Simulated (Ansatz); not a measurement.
`[GeH3][CH]1O[SiH2]O1` at its PBE0-D4/def2-TZVP geometry, where that method's forces vanish. Charge 0, multiplicity 1.

```xyz
11

Ge   -0.0523   -1.5199   -1.0042
C    -0.1320   -0.3514    0.6007
O    -1.1020    0.7010    0.4474
Si    0.1427    1.7937    0.6229
O     1.0731    0.4192    0.7606
H    -1.3997   -2.2368   -1.1808
H     0.2377   -0.6191   -2.2132
H     1.0686   -2.5555   -0.8263
H    -0.3371   -0.9129    1.5197
H     0.0781    2.6445    1.8367
H     0.4228    2.6371   -0.5636
```

Q: What forces (eV/Å) does ωB97M-V/def2-TZVPP give on these atoms in Ansatz? (Estimate.)

A: The calculation gave: 
```
Ge1  0.002 -0.012 -0.025
C2  -0.072 -0.511  0.031
O3  -0.152  0.112 -0.039
Si4  0.048  0.380  0.009
O5   0.181  0.070  0.009
H6   0.102  0.061  0.020
H7  -0.020 -0.053  0.095
H8  -0.085  0.085 -0.007
H9   0.022  0.073 -0.085
H10  0.009 -0.104 -0.156
H11 -0.035 -0.100  0.150
```
